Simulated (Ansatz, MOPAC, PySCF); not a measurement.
Torsion H5–O1–B2–I3 in BHI2O (SMILES OB(I)I); at each angle all else is relaxed with GFN2-xTB, and the levels are single points there.
Geometry at 0° (charge 0, multiplicity 1):
```json
[
 {"atom": "O", "x (Å)": "-0.7403", "y (Å)": "-0.7782", "z (Å)": "-0.2997"},
 {"atom": "B", "x (Å)": "0.2225", "y (Å)": "0.1056", "z (Å)": "-0.1574"},
 {"atom": "I", "x (Å)": "0.2204", "y (Å)": "1.5686", "z (Å)": "1.3958"},
 {"atom": "I", "x (Å)": "1.8007", "y (Å)": "0.0100", "z (Å)": "-1.5621"},
 {"atom": "H", "x (Å)": "-1.5078", "y (Å)": "-0.8370", "z (Å)": "0.2718"}
]
```

On the grid 0° to 330°, 120° is the highest and 0° the lowest point at MP2/CBS(def2-TZVPP, def2-QZVPP) + ΔCCSD(T)/def2-TZVPP.

Rows in STO-3G carry no dispersion term and start afresh at each structure; the Pople sets are all-electron and without relativity. The state reached by PM7 isn't checked; PM7 holds dispersion and hydrogen-bond terms.

Codes used: Ansatz (a first-principles code) with Gaussian orbitals; MOPAC for PM7 (differences of heats of formation); PySCF for STO-3G rows. Values without a source in brackets are computed. In def2 rows elements past Kr take small-core potentials, without spin–orbit coupling.

**Question.** One of these levels gives 150.0 meV for the energy at 120° less that at 0°. Which one is it?
A) HF/def2-TZVPP
B) PM7
C) HF/STO-3G

**Answer.** B, PM7. The others give 552.8 (HF/STO-3G), 339.5 (HF/def2-TZVPP)
